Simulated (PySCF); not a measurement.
Telling isomers of C$_{7}$H$_{6}$F$_{4}$ apart by NMR

PySCF calculation with σ from GIAO-PBE0/pcSseg-1 and geometry: GFN2-xTB; averaged over atoms made equivalent by symmetry, fast rotation or ring inversion, in vacuum, a single conformation, no relativistic terms.

References, each an isolated molecule treated in the same way: TMS for ¹H, ¹³C. Splittings of carbon signals by F and P are missing where no couplings were computed. Where no couplings were computed, multiplicities follow the n + 1 count of equivalent neighbours, and m marks all less simple cases (inequivalent or close neighbours, rings, F or P nearby). Shifts are as computed. Against solution values, carbons near 30 ppm lie about +3 ppm off and those near 130 ppm about +5 ppm. Of 1211 compounds with measured shifts, 218 miss one by over three times the rms of a fit or turn the order of signals round; such compounds aren't used in these exercises.

(1) Tabulate the signals of `FC(F)(F)[C@]12[C@@H]3C[C@@]1(F)C[C@@H]32`, `CC#C[C@](C)(F)C(F)=C(F)F` and their relative energies.

(2) What is the quickest way to tell FC(F)(F)[C@]12[C@@H]3C[C@@]1(F)C[C@@H]32 from CC#C[C@](C)(F)C(F)=C(F)F?

Answers

(1) 
| SMILES | carbon types | δC | δH | E rel. (kcal/mol) |
| --- | --- | --- | --- | --- |
| FC(F)(F)[C@]12[C@@H]3C[C@@]1(F)C[C@@H]32 | 3×C 2×CH 2×CH2 | 134.8, 95.9, 52.3, 42.2, 20.3 | 2.62 (m, 2H), 2.12 (m, 2H), 2.04 (m, 2H) | 0.0 |
| CC#C[C@](C)(F)C(F)=C(F)F | 5×C 2×CH3 | 166.4, 138.9, 94.8, 87.3, 83.0, 29.2, 4.5 | 2.12 (s, 3H), 1.86 (m, 3H) | 31.2 |

Energies are electronic energies at PBE0/pcSseg-1 on these geometries, without zero-point or thermal terms, each for the one conformer computed, which needn't be the lowest.

(2) Count the carbon signals: 5 against 7. The first has an sp3 CH2 in a ring at 42.2 ppm, the second a methyl carbon (CH3) at 29.2 ppm. Their most deshielded carbons lie at 134.8 and 166.4 ppm. In the proton spectra the most deshielded non-exchanging signals are 2.62 (m, 2H) and 2.12 (s, 3H).
